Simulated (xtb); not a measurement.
W(O)(NH)(F)(Cl) (ClFHNOW), SMILES [Cl][W]([F])(=[O])=[NH], multiplicity 1. All values are semi-empirical tight-binding results from xtb (GFN2-xTB unless named), good for trends rather than for accurate numbers. Geometry optimised at GFN2-xTB. The spin state was assumed, not searched. The structure was generated by enumeration; whether it is a known compound was not checked.

For metal compounds this method's bond lengths and energies can be far off.

orbital gap: 2.36 eV
zero-point energy: 11.5 kcal/mol
G − E(el) at 298.15 K (modified RRHO): -9.0 kcal/mol
